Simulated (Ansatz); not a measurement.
Ansatz (a program for electronic structure) input (CCSD(T)/cc-pVQZ):

Ansatz 0.2 input:
```yaml
crystal:
  periodic: [false, false, false]
  atoms:
    - {symbol: Ge, position_ang: [1.55683584, 0.03265157, -0.03974669]}
    - {symbol: C, position_ang: [-0.38079294, 0.09880323, 0.00957457]}
    - {symbol: C, position_ang: [-1.27182263, 1.12913304, 0.03087655]}
    - {symbol: C, position_ang: [-2.58056356, 0.55374110, 0.06504478]}
    - {symbol: C, position_ang: [-2.39878111, -0.78936926, 0.06226093]}
    - {symbol: O, position_ang: [-1.07379391, -1.08877247, 0.02888457]}
    - {symbol: H, position_ang: [2.09920683, -0.69721286, 1.19986536]}
    - {symbol: H, position_ang: [2.04995922, 1.48678760, -0.05432704]}
    - {symbol: H, position_ang: [2.03537039, -0.70066433, -1.30337594]}
    - {symbol: H, position_ang: [-1.02429704, 2.17751957, 0.02311876]}
    - {symbol: H, position_ang: [-3.52382066, 1.07244114, 0.08838408]}
    - {symbol: H, position_ang: [-3.07305290, -1.62739036, 0.08061135]}
basis:
  gaussian:
    orbitals: cc-pVQZ
magnetization: {spin_polarized: false}
correlation: {method: ccsd_t, electrons: outside_noble_gas}
```

End of the output:

```
integrals: 13.77 GiB planned
3117 factors; integrals over basis functions are off by at most 1.1e-3 eV
6.30 GiB of device memory are held for the factors and their scratch space
mean field: 5.62 GiB planned
mean field evaluation 1: about -62726.2048 eV, gradient 3.5e1 eV
mean field evaluation 2: about -62726.4293 eV, gradient 3.5e1 eV
mean field evaluation 4: about -62730.0779 eV, gradient 4.8e0 eV
mean field evaluation 8: about -62730.1501 eV, gradient 3.6e-1 eV
mean field evaluation 16: about -62726.2047 eV, gradient 3.5e1 eV
mean field -62730.15065242 eV, -2305.2905164531 hartree, gradient 4.9e-6 eV, S^2 0.000000; 0 other end points of the search recorded, 0 dependent functions left out; unrestricted orbitals would lower it
19 core orbitals not correlated
reference -62730.15065242 eV, -2305.2905164531 hartree; 16, 16 occupied and 488, 488 virtual orbitals, 3117 factors
second order -28.68690719 eV of doubles, -0.00000000 eV of singles
coupled cluster: 99.31 GiB planned
cycle   1  -28.22484435 eV  change    4.6e-1 eV  update   1.3e-1
cycle   2  -29.02639132 eV  change   -8.0e-1 eV  update   4.3e-2
cycle   3  -29.21637029 eV  change   -1.9e-1 eV  update   2.1e-2
cycle   4  -29.19853886 eV  change    1.8e-2 eV  update   5.4e-3
cycle   5  -29.19636099 eV  change    2.2e-3 eV  update   2.8e-3
cycle   6  -29.19812586 eV  change   -1.8e-3 eV  update   9.6e-4
cycle   7  -29.19748810 eV  change    6.4e-4 eV  update   4.5e-4
cycle   8  -29.19731722 eV  change    1.7e-4 eV  update   1.7e-4
cycle   9  -29.19741972 eV  change   -1.0e-4 eV  update   4.8e-5
cycle  10  -29.19741653 eV  change    3.2e-6 eV  update   1.8e-5
perturbative correction -1.48138018 eV, -0.0544397175 hartree
Total energy: -62760.82944913 eV, -2306.4179414373 hartree
```
